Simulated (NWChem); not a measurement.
System meant: HfH$_{4}$O; SMILES [OH][HfH3]

Input file for NWChem:

```
start job
memory heap 200 mb stack 900 mb global 1100 mb
geometry units angstroms noautoz
  Hf     0.028346     0.157555    -0.002633
  O      0.083210    -1.731320    -0.008382
  H      0.111420    -2.687327    -0.011334
  H     -0.965517     0.707212     1.466338
  H      1.770231     0.790457     0.111734
  H     -0.770881     0.722014    -1.580688
end
basis spherical
  * library def2-svp
end
dft
  xc pbe0
  iterations 150
  mulliken
end
task dft energy
```

End of the output:

```
          Convergence Information
          -----------------------
          Convergence aids based upon iterative change in
          total energy or number of iterations.
          Levelshifting, if invoked, occurs when the
          HOMO/LUMO gap drops below (HL_TOL):  1.00D-02
          DIIS, if invoked, will attempt to extrapolate
          using up to (NFOCK): 10 stored Fock matrices.

                    Damping( 0%)  Levelshifting(0.5)       DIIS
                  --------------- ------------------- ---------------
          dE  on:    start            ASAP                start
          dE off:    2 iters        150 iters           150 iters

      Screening Tolerance Information
      -------------------------------
          Density screening/tol_rho:  1.00D-10
          AO Gaussian exp screening on grid/accAOfunc:  14
          CD Gaussian exp screening on grid/accCDfunc:  20
          XC Gaussian exp screening on grid/accXCfunc:  20
          Schwarz screening/accCoul:  1.00D-08

      Superposition of Atomic Density Guess
      -------------------------------------

      charge =      72.0 Hf (Hafnium)

      symmetry species            s     p     d     f
      number of basis functions = 7     6     5     1
      number of cont. functions = 6     3     2     1
      number of closed shells   = 6     4     2     1
      number of open shells     = 0     0     1     0
      open shell occupation     = 0     0     2     0
 ------------------------------------------------------------------------
 atomscf:atomd: error in atom scf                   0
 ------------------------------------------------------------------------
 ------------------------------------------------------------------------
  current input line :
    19: task dft energy
 ------------------------------------------------------------------------
 ------------------------------------------------------------------------
 This error has not yet been assigned to a category
 ------------------------------------------------------------------------
 For more information see the NWChem manual at https://nwchemgit.github.io

0:atomscf:atomd: error in atom scf:Received an Error in Communication
```

**Question.** What is wrong, and how is it mended?

**Answer.** The program stopped with an error. Cause: the def2 basis of a heavy element holds valence functions alone and wants its effective core potential (without it all electrons must fit into that basis). This input runs:
```
start job
memory heap 200 mb stack 900 mb global 1100 mb
geometry units angstroms noautoz
  Hf     0.028346     0.157555    -0.002633
  O      0.083210    -1.731320    -0.008382
  H      0.111420    -2.687327    -0.011334
  H     -0.965517     0.707212     1.466338
  H      1.770231     0.790457     0.111734
  H     -0.770881     0.722014    -1.580688
end
basis spherical
  Hf library def2-svp
  O library def2-svp
  H library def2-svp
end
ecp
  Hf library def2-ecp
end
dft
  xc pbe0
  iterations 150
  mulliken
end
task dft energy
```
It converges to -125.47595 Ha (PBE0/def2-SVP with def2 effective core potentials on Hf).
